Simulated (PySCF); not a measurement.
**Dipole moment and polarisability of GeEtCl3**

GeEtCl3, C2H5Cl3Ge.
Structure used (PBE0-D3(BJ)/def2-SVP), in Å, numbered top down from 1:
```xyz
11
C2H5Cl3Ge angstrom
Ge    -0.2412   -0.4411   -1.3283
C     -0.2885   -0.4289    0.6070
C      0.4706    0.7481    1.2016
H      0.1307   -1.3973    0.9243
H     -1.3534   -0.4250    0.8896
H      0.4244    0.7236    2.3010
H      1.5312    0.7295    0.9095
H      0.0479    1.7083    0.8694
Cl     1.7844   -0.4515   -2.0382
Cl    -1.1839    1.3044   -2.1477
Cl    -1.2240   -2.1555   -2.1573
```

Level: B3LYP/def2-SVPD (PySCF), static field, nuclei fixed, core orbitals frozen in the response. The polarisability tensor in these axes (au):

```
x   94.90  1.76  3.03
y    1.76 96.84  4.59
z    3.03  4.59 97.61
```

Task: What are the eigenvalues, a third of the trace, and Δα (Δα² = ½Σ(αi − αj)² over the three pairs)?

Result: Principal values 92.23, 93.88 and 103.24 au; mean 96.45 au = 14.29 Å³ = 15.90 × 10⁻⁴⁰ C²·m²/J; Δα = 10.29 au (11 % of the mean).

Task: What is the dipole moment, and where does it point?

Result: (-0.01, 0.14, 3.07) D, 3.07 D in size, pointing from the negative to the positive side. Measured along this direction, the outermost atoms are Cl11 at the negative end and H6 at the positive end.

Task: Molar refractivity from α?

Result: Lorentz–Lorenz: R = (4π/3)N_A α = 2.5225 cm³/(mol·Å³) × 14.29 Å³ = 36.1 cm³/mol, in the limit of long wavelengths.

Task: Give the eigenvalues of the traceless quadrupole moment Θ = ½Σq(3rr − r²1), origin at the centre of nuclear charge.

Result: -2.96, -2.78, 5.75 D·Å. The values depend on the origin, since the dipole doesn't vanish. The electronic extent ⟨r²⟩ about the same centre is 1411 bohr², a root-mean-square distance of 1.99 Å for the 100 electrons.

Task: Give the principal axes and the span of the nuclei along them.

Result: Largest value along (0.38, 0.61, 0.70), where the nuclei span 5.49 Å; middle along (0.80, -0.59, 0.07), 3.43 Å; least along (-0.46, -0.53, 0.71), 3.50 Å. 

Isolated species at its PBE0-D3(BJ)/def2-SVP geometry, gas phase. The calculation is non-relativistic, for germanium too.
